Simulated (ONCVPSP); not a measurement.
**rhenium: ONCV pseudisation with PBE, non-relativistic reference atom.**

rhenium (Re), optimised norm-conserving Vanderbilt (ONCV), made with ONCVPSP 4.0.1 (PBE, non-relativistic). Core [Kr] 4d10 4f14, reference 5s2 5p6 5d5 6s1 6p1. Waves: 5s+6s: rc 1.70 bohr, ncon 4, nbas 8, qcut 5.8 1/bohr, 3 projectors, debl 3.9 Ha; 5p+6p: rc 1.80 bohr, ncon 3, nbas 7, qcut 6.4 1/bohr, 2 projectors; 5d: rc 1.55 bohr, ncon 4, nbas 7, qcut 7.3 1/bohr, local. Local part: the d channel. Core correction: Teter function, fcfact 2.25, rcfact 1.4.

All-electron outer shells of the reference configuration (PBE, non-relativistic, ld1.x):

```json
{"shell": "4d", "level (eV)": "-260.42", "outermost node (bohr)": "0.22", "outermost maximum (bohr)": "0.45"}
{"shell": "5s", "level (eV)": "-71.04", "outermost node (bohr)": "0.57", "outermost maximum (bohr)": "1.03"}
{"shell": "4f", "level (eV)": "-53.40", "outermost node (bohr)": "–", "outermost maximum (bohr)": "0.41"}
{"shell": "5p", "level (eV)": "-45.55", "outermost node (bohr)": "0.58", "outermost maximum (bohr)": "1.10"}
{"shell": "5d", "level (eV)": "-8.09", "outermost node (bohr)": "0.62", "outermost maximum (bohr)": "1.39"}
{"shell": "6s", "level (eV)": "-5.71", "outermost node (bohr)": "1.36", "outermost maximum (bohr)": "2.81"}
{"shell": "6p", "level (eV)": "-2.11", "outermost node (bohr)": "1.54", "outermost maximum (bohr)": "3.65"}
```

(1) Estimate the cutoffs (Ha) at which the residual kinetic energy of the hardest occupied pseudo-wave falls to 1 and 0.1 mHa per electron.

(2) Does the potential have ghost states?

(3) Tests: 5s2 5p6 5d5 6s2 6p0; 5s2 5p6 5d5 6s1 6p0; 5s2 5p6 5d5 6s0 6p0; 5s1 5p6 5d5 6s2 6p0. Which has the largest error in its energy relative to the reference configuration, and how large is it?

Results:

(1) 15 Ha and 36 Ha.

(2) No bound ghost flagged; GHOST(+) flagged for s at 533.4 eV.

(3) 5s1 5p6 5d5 6s2 6p0, with -183 meV (all-electron minus pseudo) on +72.49 eV.
